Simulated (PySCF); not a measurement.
Electronic structure of Ar²⁺ (argon, charge +2) at the UHF level

Configuration: [Ne] 3s2 3p4, high-spin 3P determinant. All numbers are calculated (PySCF 2.14, no relativity, point nucleus, in def2-TZVP (5s5p2d1f, 37 functions)).

| Quantity | Value |
| --- | --- |
| Total energy | -525.298002 hartree |
| One-electron energy | -709.5940 hartree |
| Hartree (Coulomb) energy | 213.7707 hartree |
| Exchange energy | -29.4746 hartree |
| Kinetic energy | 525.23742 hartree |
| ⟨S²⟩ | 2.0097 |
| ⟨L²⟩ | 2.033 |
| Sum of ⟨r⟩ | 11.83 bohr |
| Sum of ⟨r²⟩ | 15.76 bohr² |
| Traceless quadrupole moment −½Σ⟨3z² − r²⟩ along its main axis | -1.04 e·bohr² |
| Density at the nucleus (Gaussians lack the cusp) | 3700 bohr⁻³ |
| Spin density at the nucleus | 0.485 bohr⁻³ |
| Langevin diamagnetic susceptibility | -12.5 ×10⁻⁶ cm³/mol |
| Time after the integrals | 0.1 s of wall time on 1 thread of Neoverse-V1 (shared host) |

```
shell  electrons  mean orbital energy (hartree)  spread (hartree)  rms radius, mean of both spins (bohr)
 1s α          1                     -119.75424                 0                                 0.0998
 1s β          1                     -119.71906                 0                                 0.0998
 2s α          1                      -13.43794                 0                                  0.448
 2s β          1                      -13.40727                 0                                  0.448
 2p α          3                      -10.69742           0.03372                                  0.417
 2p β          3                      -10.64003           0.02740                                  0.417
 3s α          1                       -2.33795                 0                                   1.44
 3s β          1                       -2.04588                 0                                   1.44
 3p α          3                       -1.60072           0.09467                                   1.59
 3p β          1                       -1.48513                 0                                   1.59
```
